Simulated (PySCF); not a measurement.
Simulation results for BFH2NSi, AlBH6OSi

Calculation on a computer-drawn molecule: optimised geometry and harmonic frequencies of an isolated molecule of the commonest isotopes, restricted reference for singlets and unrestricted otherwise, frozen core in MP2. Program: PySCF 2.14.0.

Common to all runs: multiplicity 1; basis cc-pV(D+d)Z.

(1) BFH2NSi

Start structure:
```xyz
6
BFH2NSi
F      0.6698    -1.4532     1.4221
B      1.0787    -0.9555     0.3470
N      1.4937    -0.4496    -0.7453
Si     2.0189     0.1860    -2.1226
H      1.9521    -0.5858    -3.3568
H      2.5643     1.5371    -2.1436
```

- charge: 1
- method: MP2
- rotational constants: 155.1, 2.231, 2.199 GHz
- total energy: -468.9842 hartree
- convergence status largest gradient component: 1.598e-05 hartree/bohr

Drawn bonds:
```tsv
atom	other atom	order
1	2	1
2	3	2
3	4	1
4	5	1
4	6	1
```

Optimised structure:
```xyz
6
BFH2NSi
F      0.6569    -1.4684     1.4557
B      1.0726    -0.9628     0.3628
N      1.4953    -0.4486    -0.7484
Si     2.0261     0.1947    -2.1416
H      1.9545    -0.5887    -3.3760
H      2.5720     1.5529    -2.1517
```

Modes:
```tsv
frequency (cm⁻¹)	reduced mass (dalton)
79.19	5.342
116.7	8.586
446	11.66
478.1	11.92
632.9	11.18
705	1.212
750.8	1.163
992.9	1.065
1301	14.56
2047	11.98
2375	1.027
2423	1.062
```

(2) AlBH6OSi

Start structure:
```xyz
10
AlBH6OSi
Al     0.2258    -1.4918    -0.0606
O      0.5408    -0.0269    -0.8041
B      0.7745     1.1486    -1.4544
Si     0.1422     2.7968    -0.6362
H     -1.1693    -2.1695    -0.3355
H      1.1845    -2.1370     0.8821
H      1.4030     1.0665    -2.4846
H     -0.7824     3.5395    -1.4338
H      1.2486     3.6989    -0.3074
H     -0.5122     2.5905     0.6767
```

- charge: 0
- method: HF
- rotational constants: withheld
- total energy: withheld

Drawn bonds:
```tsv
atom	other atom	order
1	2	1
2	3	1
3	4	1
1	5	1
1	6	1
3	7	1
4	8	1
4	9	1
4	10	1
```

Question: AlBH6OSi (entry 2): rotational constants?
Answer: 16.53, 1.523, 1.448 GHz

Question: What total energy does the calculation give for AlBH6OSi (entry 2)?
Answer: -633.9710 hartree

Further results for AlBH6OSi (entry 2):

- convergence status largest gradient component: 3.219e-05 hartree/bohr

Optimised structure:
```xyz
10
AlBH6OSi
Al     0.1867    -1.5667    -0.0675
O      0.5016    -0.0811    -0.8117
B      0.7531     1.0876    -1.4156
Si     0.1562     2.8722    -0.5809
H     -1.1590    -2.2898    -0.4268
H      1.2589    -2.1199     0.9359
H      1.3434     1.0798    -2.4728
H     -0.7686     3.5966    -1.4940
H      1.3262     3.7598    -0.3426
H     -0.5431     2.6771     0.7182
```

Modes:
```tsv
frequency (cm⁻¹)	reduced mass (dalton)
50.91	1.13
55.54	5.297
98.23	1.693
133.8	1.499
251	3.855
484.2	1.074
488.7	2.033
599.9	1.232
665.7	1.168
712.4	2.552
735.7	2.866
843.9	1.148
880.5	1.638
991.1	1.121
1023	1.035
1028	1.035
1204	1.278
1442	9.844
2032	1.064
2034	1.023
2272	1.05
2273	1.049
2284	1.021
2617	1.089
```
